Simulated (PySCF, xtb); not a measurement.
In(OH)(SeH)2 (H3InOSe2), SMILES [OH][In]([SeH])[SeH]. The values are those of a single conformer.

Harmonic wavenumbers (cm⁻¹) from xtb with GFN2-xTB at its own minimum, in rising order: 47, 48, 71, 106, 152, 170, 216, 241, 415, 493, 534, 600, 1986, 2029, 3652.

Problem. What does B3LYP-D3(BJ)/def2-SVP in PySCF give at its own minimum? (An estimate is asked for; the answer gives what the named calculation found.)

Solution. 52, 92, 108, 126, 196, 204, 226, 261, 582, 593, 617, 789, 2401, 2405, 3824. Paired by order, the mean absolute difference is 115 cm⁻¹ and the zero-point energies are 15.4 and 17.8 kcal/mol.
